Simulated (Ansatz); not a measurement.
`F[SiH2]C[TeH]` + `B1CS1` → `[TeH]B1CS1` + `C[SiH2]F`  (formal exchange of groups at a Te–C bond)

Calculated with Ansatz (gas phase, PBE0-D4/def2-TZVP geometries, no zero-point term in ΔE). CCSD(T)/CBS is the MP2 limit (def2-TZVPP, def2-QZVPP) plus CCSD(T) − MP2 in def2-TZVPP, frozen cores. This one scheme is used for every species. Functionals use def2-TZVPP. B3LYP here is the variant with VWN-RPA as its local correlation; programs differ in this. Elements past krypton have def2 core potentials. For Te outer-core shells are correlated without core-valence functions, which leaves a few kJ/mol of doubt a bond. One conformer a species, not always the lowest.

```csv
level,ΔE (kcal/mol),difference from CCSD(T)/CBS
r2SCAN-D4,-24.8,-2.0
B3LYP-D4,-23.0,-0.2
ωB97X-V,-22.7,0.1
ωB97M-V,-22.4,0.4
B2PLYP,-23.8,-1.0
PBE0,-24.8,-2.0
HF/def2-TZVPP,-22.6,0.2
MP2/def2-TZVPP,-24.8,-2.0
SCS-MP2/def2-TZVPP,-23.6,-0.8
CCSD/def2-TZVPP,-23.2,-0.4
CCSD(T)/def2-TZVPP,-23.4,-0.6
MP2/def2-QZVPP,-24.3,-1.5
SCS-MP2/def2-QZVPP,-23.2,-0.4
HF/CBS(def2),-22.3,0.5
MP2/CBS(def2),-24.2,-1.4
CCSD/CBS(def2),-22.6,0.2
CCSD(T)/CBS,-22.8,0
```

Largest T1 diagnostic among the species: 0.016.

In def2-TZVPP, CCSD(T) changes the Hartree–Fock value by −0.8 kcal/mol (the triples alone add −0.2 kcal/mol) and MP2 by −2.2 kcal/mol.
